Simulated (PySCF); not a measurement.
Al(CF3)(OH)2 (CH₂AlF₃O₂), SMILES F[C](F)([Al]([OH])[OH])F.

Geometry: B3LYP-D3(BJ)/def2-SVP. The structure was generated by enumeration; whether it is a known compound was not checked. Other conformers were not sampled.

Two levels are set side by side: TDDFT-PBE/def2-SVPD (PySCF) and TDDFT-PBE0/def2-SVPD (PySCF). Vertical, same geometry. The lowest singlet is HOMO→LUMO 97 % with PBE and HOMO−1→LUMO 97 % with the other functional; states are paired by order. Differences are taken from unrounded values.

| quantity | TDDFT-PBE |
|---|---|
| lowest singlet excitation (eV) | 6.20 |
| lowest triplet excitation (TDA) (eV) | 5.73 |
| first bright state (f over 0.05) (eV) | 6.20 |
| its oscillator strength | 0.07 |

Problem. These are the TDDFT-PBE values. What does TDDFT-PBE0 give? (Estimate from the structure and the level; the computed values follow.)

Solution. 
```json
[
 {"quantity": "lowest singlet excitation (eV)", "TDDFT-PBE0": "7.17", "TDDFT-PBE minus TDDFT-PBE0": "-0.97"},
 {"quantity": "lowest triplet excitation (TDA) (eV)", "TDDFT-PBE0": "6.64", "TDDFT-PBE minus TDDFT-PBE0": "-0.90"},
 {"quantity": "first bright state (f over 0.05) (eV)", "TDDFT-PBE0": "7.32", "TDDFT-PBE minus TDDFT-PBE0": "-1.12"},
 {"quantity": "its oscillator strength", "TDDFT-PBE0": "0.08", "TDDFT-PBE minus TDDFT-PBE0": "-0.01"}
]
```

Functionals without exact exchange tend to place singlet excitations lower, as here. Differences between two approximate levels are no errors against the true value.

Rough cost on one machine, each run with all the roots and properties that it gave: TDDFT-PBE0 against TDDFT-PBE about 4 times.
